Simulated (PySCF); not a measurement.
PySCF input for C3H8O2Si, SMILES C=C[Si](C)(O)O, TDA-LC-ωPBE/def2-SVPD. Geometry: PBE0-D3(BJ)/def2-SVP. One conformer was computed; it need not be the lowest.

```python
import numpy as np
from pyscf import gto, scf, dft, tdscf

mol = gto.M(
    atom='''
    C     2.43451571   -0.31948492    0.14421506
    C     1.25338971   -0.88978239   -0.12426618
    Si   -0.36068813    0.04948270   -0.04345444
    C    -1.65866580   -0.89299226    0.89588683
    O    -0.98334909    0.30792749   -1.56057571
    O    -0.05070087    1.55667750    0.60862142
    H     2.49973344    0.73629862    0.43275399
    H     3.38286448   -0.86601222    0.08520877
    H     1.24748367   -1.94927271   -0.41593262
    H    -2.60970016   -0.33895918    0.90235967
    H    -1.35267069   -1.07104277    1.93866748
    H    -1.83831338   -1.87274533    0.42645478
    H    -0.40739677    0.77995303   -2.16906553
    H     0.22459527    1.58574002    1.52853563
    ''',
    basis='def2-SVPD',
    charge=0,
    spin=0,
    max_memory=1600,
    verbose=4,
)
mf = dft.RKS(mol, xc='lc_wpbe').density_fit(auxbasis='def2-universal-jkfit')
mf.grids.level = 3
mf.conv_tol = 1e-9
mf.max_cycle = 100
mf.kernel()
mf.grids = dft.Grids(mol).set(level=1).build(with_non0tab=True)  # coarser grid for the response kernel
td = tdscf.TDA(mf)
td.singlet = True
td.nstates = 10
td.conv_tol = 1e-4
td.positive_eig_threshold = 1e-6
td.kernel(x0=td.get_init_guess(mf, 15))
td.analyze()
tt = tdscf.TDA(mf)
tt.singlet = False
tt.nstates = 4
tt.conv_tol = 1e-4
tt.positive_eig_threshold = 1e-6
tt.kernel(x0=tt.get_init_guess(mf, 9))
tt.analyze(verbose=3)
```

Output:

```
PySCF version 2.14.0

[INPUT] verbose = 4
[INPUT] num. atoms = 14
[INPUT] num. electrons = 56
[INPUT] charge = 0
[INPUT] spin (= nelec alpha-beta = 2S) = 0
[INPUT] symmetry False subgroup None
[INPUT] Mole.unit = angstrom
[INPUT] Symbol           X                Y                Z      unit          X                Y                Z       unit  Magmom
[INPUT]  1 C      2.434515710000  -0.319484920000   0.144215060000 AA    4.600567937851  -0.603738999729   0.272526966438 Bohr   0.0
[INPUT]  2 C      1.253389710000  -0.889782390000  -0.124266180000 AA    2.368563279248  -1.681445027561  -0.234829046746 Bohr   0.0
[INPUT]  3 Si    -0.360688130000   0.049482700000  -0.043454440000 AA   -0.681601782082   0.093508750904  -0.082116990496 Bohr   0.0
[INPUT]  4 C     -1.658665800000  -0.892992260000   0.895886830000 AA   -3.134424094183  -1.687510802756   1.692980747305 Bohr   0.0
[INPUT]  5 O     -0.983349090000   0.307927490000  -1.560575710000 AA   -1.858260464940   0.581898622325  -2.949060688549 Bohr   0.0
[INPUT]  6 O     -0.050700870000   1.556677500000   0.608621420000 AA   -0.095810758577   2.941694139273   1.150127797344 Bohr   0.0
[INPUT]  7 H      2.499733440000   0.736298620000   0.432753990000 AA    4.723811586017   1.391402737695   0.817786520413 Bohr   0.0
[INPUT]  8 H      3.382864480000  -0.866012220000   0.085208770000 AA    6.392687383719  -1.636525916327   0.161021238711 Bohr   0.0
[INPUT]  9 H      1.247483670000  -1.949272710000  -0.415932620000 AA    2.357402481167  -3.683591563989  -0.785998738073 Bohr   0.0
[INPUT] 10 H     -2.609700160000  -0.338959180000   0.902359670000 AA   -4.931618569634  -0.640540017607   1.705212642153 Bohr   0.0
[INPUT] 11 H     -1.352670690000  -1.071042770000   1.938667480000 AA   -2.556177140826  -2.023977502996   3.663550583801 Bohr   0.0
[INPUT] 12 H     -1.838313380000  -1.872745330000   0.426454780000 AA   -3.473908819323  -3.538975774758   0.805882738712 Bohr   0.0
[INPUT] 13 H     -0.407396770000   0.779953030000  -2.169065530000 AA   -0.769868319332   1.473897616725  -4.098939797935 Bohr   0.0
[INPUT] 14 H      0.224595270000   1.585740020000   1.528535630000 AA    0.424423549173   2.996614342562   2.888513712340 Bohr   0.0

nuclear repulsion = 309.780855198002
number of shells = 84
number of NR pGTOs = 278
number of NR cGTOs = 194
basis = def2-SVPD
ecp = {}


[settings echo left out]
init E= -559.097194966454
  HOMO = -0.327294586139463  LUMO = -0.0496411472758442  gap/eV = 7.55533
cycle= 1 E= -558.488667752786  delta_E= 0.609  |g|= 0.87  |ddm|= 4.78
  HOMO = -0.298138517663678  LUMO = 0.0593618280467449  gap/eV = 9.72808
cycle= 2 E= -558.493174542416  delta_E= -0.00451  |g|= 0.911  |ddm|= 2.21
  HOMO = -0.394178864219935  LUMO = 0.0617641209348494  gap/eV = 12.40684
cycle= 3 E= -558.639834961432  delta_E= -0.147  |g|= 0.0585  |ddm|= 0.968
  HOMO = -0.40061541796056  LUMO = 0.0608333583650804  gap/eV = 12.55666
cycle= 4 E= -558.640702408005  delta_E= -0.000867  |g|= 0.0211  |ddm|= 0.149
  HOMO = -0.396674278603167  LUMO = 0.0632535801238641  gap/eV = 12.51527
cycle= 5 E= -558.640829046798  delta_E= -0.000127  |g|= 0.00726  |ddm|= 0.0504
  HOMO = -0.39720736521425  LUMO = 0.0630268511320784  gap/eV = 12.52361
cycle= 6 E= -558.640842511083  delta_E= -1.35e-05  |g|= 0.00173  |ddm|= 0.0164
  HOMO = -0.39741868302795  LUMO = 0.062902599943909  gap/eV = 12.52598
cycle= 7 E= -558.64084355298  delta_E= -1.04e-06  |g|= 0.000699  |ddm|= 0.0043
  HOMO = -0.397367302090236  LUMO = 0.0629353959100447  gap/eV = 12.52547
cycle= 8 E= -558.640843728992  delta_E= -1.76e-07  |g|= 0.000137  |ddm|= 0.00209
  HOMO = -0.39736219549169  LUMO = 0.0629403468547309  gap/eV = 12.52547
cycle= 9 E= -558.640843740831  delta_E= -1.18e-08  |g|= 7.52e-05  |ddm|= 0.000585
  HOMO = -0.397366982115509  LUMO = 0.0629368190665396  gap/eV = 12.52550
cycle= 10 E= -558.640843742664  delta_E= -1.83e-09  |g|= 2.5e-05  |ddm|= 0.000151
  HOMO = -0.397367020153196  LUMO = 0.0629368448742746  gap/eV = 12.52551
cycle= 11 E= -558.640843742957  delta_E= -2.93e-10  |g|= 9.48e-06  |ddm|= 7.24e-05
  HOMO = -0.397365601347391  LUMO = 0.0629376688031633  gap/eV = 12.52549
Extra cycle  E= -558.640843742989  delta_E= -3.18e-11  |g|= 7.82e-06  |ddm|= 2.68e-05
converged SCF energy = -558.640843742989
tot grids = 52088
Overwritten attributes  positive_eig_threshold  of <class 'pyscf.tdscf.rks.TDA'>


******** <class 'pyscf.tdscf.rks.TDA'> for <class 'pyscf.df.df_jk.DFRKS'> ********
nstates = 10 singlet
deg_eia_thresh = 1.000e-03
wfnsym = None
conv_tol = 0.0001
eigh lindep = 1e-12
eigh level_shift = 0
eigh max_cycle = 100


Excitation energies (eV)
[6.62634656 7.81292862 8.07037463 8.1887673  8.48180386 8.63135789
 8.99716162 9.09909016 9.17980187 9.19294608]

** Singlet excitation energies and oscillator strengths **
Excited State   1:      6.62635 eV    187.11 nm  f=0.0072
      25 -> 29       -0.10414
      26 -> 29        0.15132
      27 -> 29       -0.53118
      27 -> 30        0.27623
      28 -> 29        0.19610
      28 -> 30       -0.10312
Excited State   2:      7.81293 eV    158.69 nm  f=0.5728
      27 -> 29        0.25330
      28 -> 29        0.56008
      28 -> 30       -0.26183
Excited State   3:      8.07037 eV    153.63 nm  f=0.0699
      24 -> 30        0.11307
      26 -> 30        0.11068
      27 -> 29        0.11240
      27 -> 30        0.24518
      27 -> 31        0.10285
      28 -> 29       -0.23978
      28 -> 30       -0.44773
      28 -> 31       -0.14856
      28 -> 33       -0.10190
Excited State   4:      8.18877 eV    151.41 nm  f=0.0294
      26 -> 31        0.11770
      27 -> 29        0.22520
      27 -> 30        0.42215
      28 -> 30        0.29133
      28 -> 32        0.18339
      28 -> 33        0.17033
Excited State   5:      8.48180 eV    146.18 nm  f=0.0056
      19 -> 29       -0.14189
      21 -> 29       -0.14427
      22 -> 29       -0.17846
      22 -> 30        0.10274
      23 -> 29        0.25156
      23 -> 30       -0.11193
      25 -> 29       -0.29780
      26 -> 29        0.16642
      26 -> 30       -0.25268
      27 -> 29        0.15540
      27 -> 30       -0.10762
      27 -> 31       -0.15390
Excited State   6:      8.63136 eV    143.64 nm  f=0.0536
      25 -> 29       -0.17188
      25 -> 30       -0.12653
      25 -> 31        0.15003
      26 -> 29       -0.43436
      27 -> 30        0.18507
      27 -> 31       -0.23105
      27 -> 32        0.10488
      28 -> 33       -0.14742
Excited State   7:      8.99716 eV    137.80 nm  f=0.0084
      19 -> 29       -0.10796
      24 -> 30        0.12086
      25 -> 29       -0.29825
      25 -> 30       -0.10711
      26 -> 30        0.36807
      26 -> 31        0.17338
      27 -> 29       -0.12104
      27 -> 30       -0.18393
      27 -> 31        0.10234
      27 -> 32       -0.12939
      27 -> 33       -0.11597
Excited State   8:      9.09909 eV    136.26 nm  f=0.0287
      19 -> 29       -0.14002
      22 -> 29       -0.12083
      25 -> 30        0.18584
      26 -> 29       -0.31877
      26 -> 31       -0.12489
      27 -> 31        0.14258
      27 -> 33        0.15533
      28 -> 31       -0.13234
      28 -> 33        0.29499
      28 -> 34        0.12546
Excited State   9:      9.17980 eV    135.06 nm  f=0.0093
      19 -> 29       -0.20260
      21 -> 29       -0.10030
      24 -> 29       -0.22492
      26 -> 29       -0.14192
      27 -> 30        0.13184
      27 -> 31        0.14484
      28 -> 31        0.20705
      28 -> 33       -0.34742
      28 -> 34       -0.15158
Excited State  10:      9.19295 eV    134.87 nm  f=0.0524
      24 -> 29        0.17425
      24 -> 30        0.22949
      25 -> 30        0.17992
      25 -> 31        0.10182
      26 -> 30       -0.17343
      27 -> 31        0.22593
      27 -> 33       -0.25596
      28 -> 30        0.19644
      28 -> 31       -0.14494
      28 -> 32       -0.16987
      28 -> 33       -0.11891
      28 -> 34       -0.11273

** Transition electric dipole moments (AU) **
state          X           Y           Z        Dip. S.      Osc.
  1         0.1218      0.0772     -0.1532      0.0443      0.0072
  2         1.6907      0.2415      0.2755      2.9926      0.5728
  3         0.3686      0.0888     -0.4581      0.3536      0.0699
  4        -0.0486     -0.2478      0.2881      0.1468      0.0294
  5        -0.0155     -0.1349     -0.0934      0.0272      0.0056
  6        -0.2580     -0.3551     -0.2464      0.2534      0.0536
  7         0.1412      0.1143     -0.0707      0.0380      0.0084
  8        -0.1808     -0.2670      0.1574      0.1288      0.0287
  9        -0.1633      0.1205      0.0046      0.0412      0.0093
 10        -0.2441     -0.3583      0.2118      0.2328      0.0524

** Transition velocity dipole moments (imaginary part, AU) **
state          X           Y           Z        Dip. S.      Osc.
  1         0.0127      0.0078      0.0124      0.0004      0.0010
  2         0.2772     -0.0456      0.0204      0.0793      0.1842
  3         0.1230      0.0249     -0.1347      0.0339      0.0762
  4         0.0366     -0.0523      0.0900      0.0122      0.0270
  5        -0.0062     -0.0448     -0.0388      0.0035      0.0076
  6        -0.0226     -0.0700     -0.0609      0.0091      0.0192
  7         0.0295      0.0329     -0.0457      0.0040      0.0081
  8        -0.0583     -0.0726      0.0499      0.0112      0.0222
  9        -0.0332      0.0561     -0.0122      0.0044      0.0087
 10        -0.0867     -0.1216      0.0506      0.0249      0.0491

** Transition magnetic dipole moments (imaginary part, AU) **
state          X           Y           Z
  1         0.6051      0.4539      0.1658
  2         0.1437      0.3151     -0.6949
  3        -0.0499     -0.8745      0.3001
  4         0.7244      0.7300      0.6437
  5         1.0734     -0.1741     -0.1214
  6         0.1182      0.3818     -0.1993
  7         0.7940     -0.7307      0.1887
  8        -0.0228     -0.4852     -0.3314
  9         0.1464     -0.5684     -0.3612
 10        -0.2503     -0.0546      0.0585


******** <class 'pyscf.tdscf.rks.TDA'> for <class 'pyscf.df.df_jk.DFRKS'> ********
nstates = 4 triplet
deg_eia_thresh = 1.000e-03
wfnsym = None
conv_tol = 0.0001
eigh lindep = 1e-12
eigh level_shift = 0
eigh max_cycle = 100


Excitation energies (eV)
[4.06972966 5.94068508 7.7156581  7.90587069]

** Triplet excitation energies and oscillator strengths **
Excited State   1:      4.06973 eV    304.65 nm  f=0.0000
Excited State   2:      5.94069 eV    208.70 nm  f=0.0000
Excited State   3:      7.71566 eV    160.69 nm  f=0.0000
Excited State   4:      7.90587 eV    156.83 nm  f=0.0000
```

The run converged.

Cost: roughly 5 core-minutes.
